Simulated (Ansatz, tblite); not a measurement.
Removing an electron: (ClBe-mu-NH2)2 (Be2N2Cl2H4). The state is a singlet with charge 0. Geometry: PBE-D4/def2-SVP. Ansatz, gas phase; energy differences of separate SCF runs; the oxidised species was run as a doublet alone.

```xyz
10

Be   -1.124   -0.050   -0.197
Cl   -2.964    0.181   -0.464
N     0.218    0.118   -1.236
Be    1.107    0.177    0.217
Cl    2.840    0.771    0.615
N    -0.191   -0.321    1.204
H     0.256    0.921   -1.880
H     0.412   -0.703   -1.831
H    -0.149   -1.305    1.514
H    -0.404    0.212    2.058
```

The xTB rows come from tblite.

```
              level  −HOMO (eV)  vertical IE (eV)  −LUMO (eV)  HOMO–LUMO gap (eV)
   PBE-D4/def2-TZVP        6.71              9.39        1.40                5.31
r2SCAN-D4/def2-TZVP        7.05              9.64        0.83                6.22
  PBE0-D4/def2-TZVP        8.11             10.00        0.75                7.36
```

Question: Estimate the rows for GFN1-xTB, GFN2-xTB.

Answer: 
```
   level  −HOMO (eV)  vertical IE (eV)  −LUMO (eV)  HOMO–LUMO gap (eV)
GFN1-xTB       11.77             14.19        6.33                5.43
GFN2-xTB       11.25             13.76        5.61                5.65
```

Relaxing the oxidised species (PBE-D4/def2-SVP) changes its energy by -0.04 eV at PBE-D4/def2-TZVP, so the adiabatic ionisation energy to this nearest minimum is 9.35 eV. At PBE0-D4/def2-TZVP it is 9.90 eV.   Raw xTB energy differences between charge states are shifted by several eV; the methods need an empirical correction for them.
